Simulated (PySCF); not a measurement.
## Computed properties of ZnI, SMILES [Zn+][I], charge +1

ZnI, SMILES [Zn+][I], charge +1. Geometry: r2SCAN-D4/def2-TZVP. The spin state was assumed, not searched. The def2 effective core potentials stand for the cores of I; spin–orbit coupling is left out. Other conformers were not sampled. All values are computed for the isolated molecule unless a solvent is named; none is compared with measurement here.

**Structure.** The optimised structure has C∞v symmetry. All 1 harmonic modes at r2SCAN-D4/def2-TZVP (PySCF) are real, so it is a minimum.

**Vibrations.** The strongest infrared lines (harmonic, unscaled, degenerate partners summed) lie at 278 cm⁻¹ (8 km/mol, Zn 66 %, I 34 %). The softest mode is at 278 cm⁻¹ and the zero-point energy is 0.4 kcal/mol.

**Electronic structure.** B3LYP/def2-TZVPD (PySCF) places the frontier levels at -13.11 and -10.62 eV, a gap of 2.49 eV and a mean polarisability of 51.5 bohr³.

**Excitations.** TDA-ωB97X/def2-TZVPD (PySCF) has S1 at 2.13 eV (583 nm, f = 0.007, weak); the most intense of the 10 singlets computed lies at 7.66 eV (f = 1.13). Strengths of degenerate partners are summed. T1 (TDA) is at 1.73 eV, 0.40 eV under S1.
